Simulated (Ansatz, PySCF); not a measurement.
Pair of molecules: N2 (SMILES N#N) (first 2 atoms) with CH3F (SMILES CF); geometry from B3LYP-D3(BJ)/def2-TZVP.
(charge 0, multiplicity 1):
```xyz
7

N     -0.43196     0.02127    -0.04456
N      0.49951     0.05338    -0.61087
C     -0.38878    -0.57354     3.42980
F      0.82841    -0.54719     2.75736
H     -1.18849    -0.38937     2.71199
H     -0.51337    -1.55452     3.89001
H     -0.38269     0.20321     4.19547
```

Counterpoise-corrected where a basis set is named; no monomer relaxation. Rows marked so take none.

Rows in 6-311+G** carry no dispersion term and start afresh at each structure.

The values were computed with Ansatz (Gaussian basis) for Hartree–Fock, density functionals and correlated methods; PySCF for 6-311+G** rows, the dispersion terms. Values without a source in brackets are computed.

Task: One of these levels gives 1.0 kJ/mol for the interaction energy. Which?
A) B3LYP/6-311+G** (no counterpoise)
B) BLYP-D3(BJ)/def2-TZVPPD
C) HF/aug-cc-pVDZ

Result: C, HF/aug-cc-pVDZ. The others give -2.7 (BLYP-D3(BJ)/def2-TZVPPD), -0.9 (B3LYP/6-311+G** (no counterpoise))

Ansatz is a first-principles code.
